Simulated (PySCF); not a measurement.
## How methods differ on the excitation energy of Ne²⁺

Ne²⁺ [He] 2s2 2p4 (3P) → Ne²⁺ [He] 2s2 2p3 3s1 (5S), as a difference of total energies. Calculation: PySCF 2.14, in aug-cc-pVTZ with one added diffuse shell each of s, p, d, f type (6s5p4d3f, 62 functions); no relativity, point nucleus. Correlated levels: valence: 1s2 frozen. The calculations carry no spin-orbit coupling.

```json
{"method": "UHF", "excitation energy (eV)": "37.446"}
{"method": "MP2 (valence)", "excitation energy (eV)": "38.319"}
{"method": "SCS-MP2 (valence)", "excitation energy (eV)": "38.491"}
{"method": "CCSD (valence)", "excitation energy (eV)": "38.291"}
{"method": "CCSD(T) (valence)", "excitation energy (eV)": "38.291"}
```

Question: How much does correlation contribute at CCSD(T) (valence)?

Answer: 38.291 − (37.446) = 0.845 eV, measured against UHF.

A first-order spin-orbit estimate (lowest level to lowest level, LS coupling) adds 0.037 eV.

The promoted electron is Rydberg-like, and one or two diffuse shells describe it only roughly, which tends to raise the upper state.
